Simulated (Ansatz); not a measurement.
A structure relaxed at PBE-D4/def2-SVP in Ansatz, charge -1, doublet:

Cartesian coordinates in Å:
```
Pb 0.1083 -0.3504 2.3025
Pb 0.4416 2.2722 0.2749
Pb -0.0804 -1.1893 -1.5513
Te -1.6259 -2.1624 0.8507
Te -1.1469 1.5889 -2.0506
Te 2.3033 -0.1590 0.1737
```

Task: Give its formula and point group.

Result: the cluster Te3Pb3⁻. Point group Cs (tolerance 0.1 Å).

Task: Summarise the bond lengths by kind (pairs closer than 1.2 times the sum of covalent radii, bridged metal pairs left out).

Result: 7 × Pb–Te 2.90 to 3.12 Å.

In the def2 sets Pb, Te take a core potential; there is no spin–orbit coupling. The structure comes from a short search, and lower isomers may exist.
